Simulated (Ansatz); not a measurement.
The molecule CuP, closed-shell singlet (lowest of 2S+1 = 1, 3, 5 at CCSD(T)/def2-TZVPP on PBE0 minima; our sources give no spin for the ground state, which may be another). No spin–orbit coupling. Cu is treated without relativity.

Seven points along R, fitted to fifth degree in 1/R; most abundant isotopes. In def2 and cc sets the state is the lowest found near the PBE0 minimum, followed along R. The singlet is held restricted.

Correlated levels freeze the inner cores; with def2 sets outer-core shells near the valence are correlated too. CBS: X⁻³ extrapolation of the correlation energy, Hartree–Fock from the larger set.

Codes used: Ansatz (a quantum-chemistry and plane-wave program) with Gaussian orbitals. Each number belongs to the level named beside it.

| level | r_e (Å) | ω_e (cm⁻¹) | ω_e x_e (cm⁻¹) | dipole (D) |
|---|---|---|---|---|
| SVWN5/def2-TZVPP | 2.050 | ? | 1.6 | 2.31 |
| PBE0/def2-TZVPP | 2.114 | 385 | 1.6 | 3.21 |
| CAM-B3LYP/def2-TZVPP | 2.116 | 382 | 1.5 | 3.24 |
| wB97X-V/def2-TZVPP | 2.121 | 383 | 1.4 | 3.76 |
| wB97M-V/def2-TZVPP | 2.120 | 380 | 1.5 | 3.45 |
| B2PLYP/def2-TZVPP | 2.098 | 390 | 1.8 | - |
| CCSD/def2-QZVPP | 2.138 | 354 | 1.4 | - |
| CCSD(T)/CBS(def2-TZVPP, def2-QZVPP) | ? | ? | 2.0 | - |

Task: Complete the blanks.

Result: 
- CCSD(T)/CBS(def2-TZVPP, def2-QZVPP), r_e (Å): 2.087
- CCSD(T)/CBS(def2-TZVPP, def2-QZVPP), ω_e (cm⁻¹): 389
- SVWN5/def2-TZVPP, ω_e (cm⁻¹): 432

Doubts at one or more of the structures used: a restricted determinant that unrestricted orbitals would lower (B2PLYP/def2-TZVPP, CCSD/def2-QZVPP, CCSD(T)/CBS(def2-TZVPP, def2-QZVPP)).
